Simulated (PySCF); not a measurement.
Magnetic susceptibility: `C1(C=O)=C(F)/C(=C\F)C1=C`, C$_{7}$H$_{4}$F$_{2}$O

Molfile (atoms numbered from 1):
```
C7H4F2O
     RDKit          3D

 14 14  0  0  0  0  0  0  0  0999 V2000
    0.2693    1.8742   -0.5931 C   0  0  0  0  0  0  0  0  0  0  0  0
    0.0730    0.6302   -0.2034 C   0  0  0  0  0  0  0  0  0  0  0  0
    0.9267   -0.4647    0.3368 C   0  0  0  0  0  0  0  0  0  0  0  0
    2.3324   -0.5933    0.6533 C   0  0  0  0  0  0  0  0  0  0  0  0
    3.1572    0.2756    0.5148 O   0  0  0  0  0  0  0  0  0  0  0  0
   -0.1578   -1.2922    0.4105 C   0  0  0  0  0  0  0  0  0  0  0  0
   -0.3317   -2.5378    0.8029 F   0  0  0  0  0  0  0  0  0  0  0  0
   -1.0942   -0.3003   -0.1101 C   0  0  0  0  0  0  0  0  0  0  0  0
   -2.3893   -0.2191   -0.3873 C   0  0  0  0  0  0  0  0  0  0  0  0
   -3.2296   -1.2371   -0.2009 F   0  0  0  0  0  0  0  0  0  0  0  0
   -0.5349    2.4879   -0.9596 H   0  0  0  0  0  0  0  0  0  0  0  0
    1.2529    2.3084   -0.5522 H   0  0  0  0  0  0  0  0  0  0  0  0
    2.6022   -1.5926    1.0482 H   0  0  0  0  0  0  0  0  0  0  0  0
   -2.8769    0.6606   -0.7822 H   0  0  0  0  0  0  0  0  0  0  0  0
  1  2  2  0
  2  3  1  0
  3  4  1  0
  4  5  2  0
  3  6  2  0
  6  7  1  0
  6  8  1  0
  8  9  2  0
  9 10  1  0
  8  2  1  0
  1 11  1  0
  1 12  1  0
  4 13  1  0
  9 14  1  0
M  END
```

Computed with GIAO CAM-B3LYP/pcSseg-1 magnetisability, rotational g tensor and spin-rotation constants, non-relativistic, gas phase (PySCF 2.14.0). Geometry: GFN2-xTB.

(1) What are the magnetisability and the molar susceptibility?

(2) Split it along the inertial axes a, b, c into diamagnetic and paramagnetic parts about the centre of mass, with the quadrupole moment.

(3) And the rotational g tensor?

## Answers

(1) Isotropic -962 × 10⁻³⁰ J/T², or -57.9 × 10⁻⁶ cm³/mol; principal values -1242, -854, -790 × 10⁻³⁰ J/T², anisotropy 424 × 10⁻³⁰ J/T² (root of half the summed squared differences of the principal values). The susceptibility is in cgs units.

(2) 
| axis | χ (10⁻⁶ cm³/mol) | diamagnetic (10⁻⁶ cm³/mol) | paramagnetic (10⁻⁶ cm³/mol) | summed x² of all electrons (Å²) | quadrupole Θ (D Å) |
| --- | --- | --- | --- | --- | --- |
| a | -49.2 | -587.2 | 538.0 | 298.8 | -14.41 |
| b | -49.8 | -1317.8 | 1268.0 | 126.6 | +12.27 |
| c | -74.8 | -1804.5 | 1729.7 | 11.8 | +2.14 |

Anisotropies 2χaa − χbb − χcc = +26.2 and 2χbb − χaa − χcc = +24.4 × 10⁻⁶ cm³/mol. Θ is traceless in Buckingham's convention.

(3) 
| axis | rotational constant (GHz) | g | nuclear part | electronic part |
| --- | --- | --- | --- | --- |
| a | 2.3695 | -0.0505 | 0.5485 | -0.5989 |
| b | 0.8960 | -0.0255 | 0.5083 | -0.5338 |
| c | 0.6502 | -0.0090 | 0.5193 | -0.5283 |

Asymmetric top; isotopes 12C, 19F, 1H, 16O; no vibrational averaging.
